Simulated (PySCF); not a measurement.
Molecule: `InChI=1S/C7H9BO/c1-9-7-3-2-5-8-6-4-7/h2-6,8H,1H3`.

Bonds (- single, = double, # triple, : aromatic): C1-O2, O2-C3, C3=C4, C4-C5, C5=C6, C6-B7, B7-C8, C8=C9, C9-C3. C1 carries H10, H11, H12; C4 carries H13; C5 carries H14; C6 carries H15; B7 carries H16; C8 carries H17; C9 carries H18.

Frames of a GFN2-xTB Langevin trajectory at 600 K; GIAO PBE0/pcSseg-1 shieldings in PySCF, gas phase, non-relativistic; equivalent atoms averaged within each frame.

Shifts are taken against calculated references (same method and geometry level): 13C (σ = 186.93 ppm) and 1H (σ = 31.72 ppm) against TMS; H2O for 17O (σ = 336.08 ppm); BF3·OEt2 for 11B (σ = 100.07 ppm). The references are static minima.

How do the shifts (ppm) fluctuate along the trajectory?

## Answers


```
         time (fs)     C3     C9     C6     C8     C5     C4    C1     O2    B7   H18
               250  173.9  160.2  158.3  155.2  147.2  118.4  66.1  143.4  41.2  8.80
               425  177.7  160.8  160.5  161.8  154.6  128.3  65.0  123.3  49.6  8.65
               625  186.9  150.0  136.9  163.6  158.8  114.8  57.8  161.3  48.0  8.68
               800  183.7  152.7  138.2  172.5  140.1  133.8  71.8  146.9  47.6  8.27
              1000  175.0  151.7  157.0  168.0  150.7  108.4  58.5  145.7  53.5  8.88
    mean of frames  179.4  155.1  150.2  164.2  150.3  120.7  63.8  144.1  48.0  8.66
standard deviation    5.6    5.0   11.6    6.5    7.2   10.2   5.8   13.6   4.4  0.23
```

5 frames give an uncertainty of the mean of about the standard deviation over 2.2 at best, since frames this close in time may not be independent; classical motion lacks zero-point vibration, and the reference would need the same averaging.
